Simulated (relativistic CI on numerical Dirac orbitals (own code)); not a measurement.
**Line list: Electric-dipole lines, Ir LXVII**

Computed by Dirac-Coulomb-Breit CI, KLI orbitals optimised for each configuration, a model potential for QED, unscaled Slater integrals (own radial code, finite nucleus).

Configurations in the expansion (outside the closed core [Ne]): 3s, 3p, 3d, 4s, 4p, 4d, 4f, 5s, 5p, 5d, 5f, 5g, 6s, 6p, 6d, 7s, 7p. Levels of other configurations are missing.

| λ vac (nm) | Lower | Upper | A (s⁻¹) | log gf | S velocity/length |
| --- | --- | --- | --- | --- | --- |
| 0.27159 | 3d 2D_3/2 [4] | 5f 2F°_5/2 [18] | 9.81e+13 | -0.19 | 0.99 |
| 0.27717 | 3d 2D_5/2 [5] | 5f 2F°_7/2 [19] | 9.99e+13 | -0.04 | 0.99 |
| 0.33126 | 3p 2P°_1/2 [2] | 4d 2D_3/2 [9] | 1.09e+14 | -0.15 | 0.99 |
| 0.37173 | 3p 2P°_3/2 [3] | 4d 2D_5/2 [10] | 1.41e+14 | 0.24 | 0.99 |
| 0.39015 | 3d 2D_3/2 [4] | 4f 2F°_5/2 [11] | 2.77e+14 | 0.58 | 1.00 |
| 0.40056 | 3d 2D_5/2 [5] | 4f 2F°_7/2 [12] | 2.87e+14 | 0.74 | 1.00 |
| 0.81281 | 4p 2P°_3/2 [8] | 5d 2D_5/2 [17] | 2.76e+13 | 0.22 | 1.00 |
| 0.84333 | 4d 2D_3/2 [9] | 5f 2F°_5/2 [18] | 4.88e+13 | 0.49 | 1.00 |
| 0.86336 | 4d 2D_5/2 [10] | 5f 2F°_7/2 [19] | 5.19e+13 | 0.67 | 1.00 |
| 0.88561 | 4f 2F°_5/2 [11] | 5g 2G_7/2 [20] | 8.40e+13 | 0.90 | 1.00 |
| 0.89423 | 4f 2F°_7/2 [12] | 5g 2G_9/2 [21] | 8.59e+13 | 1.01 | 1.00 |
| 1.5078 | 5p 2P°_3/2 [15] | 6d 2D_5/2 [26] | 7.95e+12 | 0.21 | 1.00 |
| 1.9140 | 3p 2P°_1/2 [2] | 3d 2D_3/2 [4] | 2.02e+12 | -0.35 | 1.03 |
| 1.9941 | 3s 2S_1/2 [1] | 3p 2P°_3/2 [3] | 2.54e+12 | -0.22 | 1.01 |
| 4.7801 | 4p 2P°_1/2 [7] | 4d 2D_3/2 [9] | 5.56e+11 | -0.12 | 1.01 |
| 4.8590 | 4s 2S_1/2 [6] | 4p 2P°_3/2 [8] | 6.07e+11 | -0.07 | 1.01 |
| 9.5820 | 5p 2P°_1/2 [14] | 5d 2D_3/2 [16] | 1.90e+11 | 0.02 | 1.00 |
| 9.6722 | 5s 2S_1/2 [13] | 5p 2P°_3/2 [15] | 1.97e+11 | 0.04 | 1.01 |
| 16.944 | 6s 2S_1/2 [22] | 6p 2P°_3/2 [24] | 7.82e+10 | 0.13 | 1.01 |
| 27.184 | 7s 2S_1/2 [27] | 7p 2P°_3/2 [29] | 3.57e+10 | 0.20 | 1.01 |

Terms are leading LS components. Brackets give the number of a level in order of energy, since labels repeat. The list gives strong lines, with weight on those to low levels. Levels whose partners in the same complex of configurations lie outside the list can be far off, and so can their lines. Rates are taken at the computed energies, electric ones in the length gauge. A velocity-to-length ratio far from 1 marks an uncertain rate.

At this charge energies of transitions that change n are usually good to better than 1 %, and those within a shell (Δn = 0) to a few per cent.
